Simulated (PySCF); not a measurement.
AlFBr₂, SMILES [F][Al]([Br])[Br]. Atoms are numbered in the order given.

```xyz
4

Al     0.0000     0.0000    -0.6605
F      0.0000     0.0000    -2.3289
Br     0.0000     1.9603     0.4221
Br     0.0000    -1.9603     0.4221
```

Coordinates come from a PBE-D3(BJ)/def2-SVP optimisation. The structure was generated by enumeration; whether it is a known compound was not checked.

Computed with PBE-D3(BJ)/def2-SVP (PySCF).

Frequencies are harmonic and unscaled.

Computed normal modes with their intensities:
| mode | ν (cm⁻¹) | IR (km/mol) | moving atoms (share of kinetic energy) |
|---|---|---|---|
| 1 | 100 | 1.8 | Br 72 %, Al 16 %, F 11 % |
| 2 | 174 | 14.2 | F 76 %, Br 22 % |
| 3 | 204 | 35.8 | Al 78 %, F 17 % |
| 4 | 304 | 5.9 | Br 50 %, F 26 %, Al 24 % |
| 5 | 522 | 181.3 | Al 84 %, Br 16 % |
| 6 | 867 | 98.3 | F 54 %, Al 46 % |
